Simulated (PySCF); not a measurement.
PySCF run on Tl⁻

File input.py (PySCF 2.14):

```python
from pyscf import gto, dft

mol = gto.M(
    atom='Tl 0 0 0',
    basis='sbkjc',
    ecp={'Tl': 'sbkjc'},
    charge=-1,
    spin=2,
    symmetry=True,
    verbose=4,
)
mf = dft.UKS(mol, xc='hse06')
mf.kernel()
mf.mulliken_pop()
mf.dip_moment()
print('orbital energies (hartree):', [e[max(0, n-3):n+3].round(4) for e, n in zip(mf.mo_energy, mol.nelec)])
```

```bash
$ OMP_NUM_THREADS=1 python input.py
```

It prints (some set-up lines and the per-cycle HOMO/LUMO lines with their warnings removed):

```
PySCF version 2.14.0

[INPUT] Symbol           X                Y                Z      unit          X                Y                Z       unit  Magmom
[INPUT]  1 Tl     0.000000000000   0.000000000000   0.000000000000 AA    0.000000000000   0.000000000000   0.000000000000 Bohr   0.0

nuclear repulsion = 0
point group symmetry = SO3
symmetry origin: [0. 0. 0.]
symmetry axis x: [1. 0. 0.]
symmetry axis y: [0. 1. 0.]
symmetry axis z: [0. 0. 1.]
num. orbitals of irrep s+0 = 4
num. orbitals of irrep p-1 = 4
num. orbitals of irrep p+0 = 4
num. orbitals of irrep p+1 = 4
num. orbitals of irrep d-2 = 3
num. orbitals of irrep d-1 = 3
num. orbitals of irrep d+0 = 3
num. orbitals of irrep d+1 = 3
num. orbitals of irrep d+2 = 3
number of shells = 11
number of NR pGTOs = 57
number of NR cGTOs = 31
basis = sbkjc
ecp = {'Tl': 'sbkjc'}

******** <class 'pyscf.dft.uks_symm.SymAdaptedUKS'> ********
method = SymAdaptedUKS
initial guess = minao
damping factor = 0
level_shift factor = 0
DIIS = <class 'pyscf.scf.diis.CDIIS'>
SCF conv_tol = 1e-09
SCF max_cycles = 50
number electrons alpha = 12  beta = 10
XC functionals = hse06

grids dens level: 3
Freeze 0 electrons in irreps []
    22 free electrons in irreps s+0 p-1 p+0 p+1 d-2 d-1 d+0 d+1 d+2
tot grids = 22928
init E= -172.512437307939

cycle= 1 E= -161.299849546703  delta_E= 11.2  |g|= 4.74  |ddm|= 4.98
cycle= 2 E= -168.561171280909  delta_E= -7.26  |g|= 3.92  |ddm|= 7.28
cycle= 3 E= -172.200245356027  delta_E= -3.64  |g|= 0.944  |ddm|= 3.56
cycle= 4 E= -172.640146845689  delta_E= -0.44  |g|= 0.0533  |ddm|= 2.47
cycle= 5 E= -172.641936315277  delta_E= -0.00179  |g|= 0.00627  |ddm|= 0.133
cycle= 6 E= -172.641970624306  delta_E= -3.43e-05  |g|= 0.000417  |ddm|= 0.0291
cycle= 7 E= -172.641970785965  delta_E= -1.62e-07  |g|= 0.000158  |ddm|= 0.00147
cycle= 8 E= -172.64197079849  delta_E= -1.25e-08  |g|= 6.88e-06  |ddm|= 0.000376
cycle= 9 E= -172.641970798509  delta_E= -1.86e-11  |g|= 1.09e-07  |ddm|= 1.03e-05
Extra cycle  E= -172.641970798509  delta_E= -1.14e-13  |g|= 8.71e-08  |ddm|= 3.87e-07
converged SCF energy = -172.641970798509  <S^2> = 2.0020254  2S+1 = 3.0013499
 ** Mulliken pop       alpha | beta **
pop of  0 Tl 5s        1.00377 | 1.00347
pop of  0 Tl 6s        0.58376 | 0.65350
pop of  0 Tl 7s        0.38715 | 0.31599
pop of  0 Tl 8s        0.02533 | 0.02704
pop of  0 Tl 5px       0.98933 | 0.98914
pop of  0 Tl 5py       0.98949 | 0.98989
pop of  0 Tl 5pz       0.98933 | 0.98914
pop of  0 Tl 6px       0.21008 | 0.00358
pop of  0 Tl 6py       0.00432 | 0.00408
pop of  0 Tl 6pz       0.21019 | 0.00357
pop of  0 Tl 7px       0.78718 | 0.00010
pop of  0 Tl 7py       0.00000 | 0.00002
[19 lines left out]
In total            12.00000 | 10.00000
 ** Mulliken atomic charges   ( Nelec_alpha | Nelec_beta ) **
charge of  0Tl =     -1.00000  (    12.00000     10.00000 )

WARN: System has nonzero charge -1; the dipole moment is origin-dependent.
Location of origin: [0. 0. 0.]

Dipole moment(X, Y, Z, Debye):  0.00000,  0.00000,  0.00000
orbital energies (hartree): [array([-0.1459,  0.0917,  0.0917,  0.117 ,  0.2991,  0.4081]), array([-0.3817, -0.378 , -0.107 ,  0.1404,  0.1605,  0.1606])]
```

In short: E(SCF) = -172.641971 Eh, 9 cycles, ⟨S²⟩ = 2.002.

Run time: 2 s on 1 thread of Arm Neoverse V1 (shared host).

The basis has no diffuse functions, which an anion needs. No search for the lowest solution was made.
